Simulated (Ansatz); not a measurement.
The cluster Sn₃Bi₂ (the lowest singlet isomer of a short search). The state is a singlet with charge 0. Geometry PBE-D4/def2-SVP, basis def2-TZVP, Ansatz.

```xyz
5

Bi   -1.2298    1.3245    0.2721
Bi   -0.4579   -1.6235    0.7036
Sn   -0.9991   -0.5684   -2.0954
Sn    1.5245    0.2702   -0.8813
Sn    1.1624    0.5973    2.0010
```

| run | HOMO (eV) | LUMO (eV) |
| --- | --- | --- |
| A | -5.66 | -2.38 |
| B | -7.32 | -0.95 |
| C | -4.92 | -2.88 |
| D | -5.14 | -2.88 |
| E | -5.47 | -2.49 |

In the def2 sets Bi, Sn take a core potential; there is no spin–orbit coupling. B3LYP takes the VWN-RPA correlation. The structure comes from a short search, and lower isomers may exist.

Task: The runs used B3LYP, PBE, PBE0, r2SCAN, ωB97M-V. Estimate which is which.

Result: A PBE0 (25 % exact exchange); B ωB97M-V (range-separated); C PBE (0 % exact exchange); D r2SCAN (0 % exact exchange); E B3LYP (20 % exact exchange). Exact exchange lowers occupied and raises empty levels; among semilocal functionals meta-GGAs tend to open the gap a little, and such runs are hard to tell apart. The gap grows from 2.04 eV (PBE) to 6.38 eV (ωB97M-V).
